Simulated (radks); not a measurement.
Values are calculated unless marked as measured or tabulated.
The cerium ion Ce4+, configuration [Xe] (the NIST ground configuration).

Code: a radial shooting solver on a logarithmic mesh with Libxc functionals. Model: scalar-relativistic Kohn-Sham, BLYP, spin-polarised, spherical densities, finite nucleus; Fermi nuclear charge, rms radius 4.8771 fm.

Energy parts (hartree):
total: -8858.0704
kinetic: 9388.5672
electron-nucleus: -21368.8678
Hartree: 3330.7393
exchange-correlation: -208.5091

Orbitals (lengths in bohr, moments of r in powers of bohr):
[
 {"orbital": "1s", "occ.": "2", "eigenvalue (hartree)": "-1481.568", "<r^2>": "0.0008208"},
 {"orbital": "2s", "occ.": "2", "eigenvalue (hartree)": "-238.6085", "<r^2>": "0.01306"},
 {"orbital": "2p", "occ.": "6", "eigenvalue (hartree)": "-213.8918", "<r^2>": "0.01041"},
 {"orbital": "3s", "occ.": "2", "eigenvalue (hartree)": "-52.69796", "<r^2>": "0.08875"},
 {"orbital": "3p", "occ.": "6", "eigenvalue (hartree)": "-44.83704", "<r^2>": "0.08876"},
 {"orbital": "3d", "occ.": "10", "eigenvalue (hartree)": "-33.66029", "<r^2>": "0.07583"},
 {"orbital": "4s", "occ.": "2", "eigenvalue (hartree)": "-11.95035", "<r^2>": "0.4552"},
 {"orbital": "4p", "occ.": "6", "eigenvalue (hartree)": "-9.37360", "<r^2>": "0.5126"},
 {"orbital": "4d", "occ.": "10", "eigenvalue (hartree)": "-5.66075", "<r^2>": "0.6286"},
 {"orbital": "5s", "occ.": "2", "eigenvalue (hartree)": "-2.89076", "<r^2>": "2.380"},
 {"orbital": "5p", "occ.": "6", "eigenvalue (hartree)": "-2.19870", "<r^2>": "3.037"}
]

The highest occupied level is 5p at -59.830 eV. The electron density at the nucleus is 3.979e+05 e/bohr^3 (large components only). Summed over all electrons, <r^2> = 34.81 bohr^2, which gives a Langevin (diamagnetic) susceptibility term of -27.6 x 10^-6 cm^3/mol. The density falls to 0.001 e/bohr^3 at r = 3.32 bohr. For comparison, the ionisation energy in NIST's Atomic Spectra Database is 65.6 eV (semi-empirical). In exact Kohn-Sham theory the highest level is minus the ionisation energy, but local and semilocal functionals leave it too shallow, through self-interaction and a potential that decays too fast; potentials with the right tail come closer.
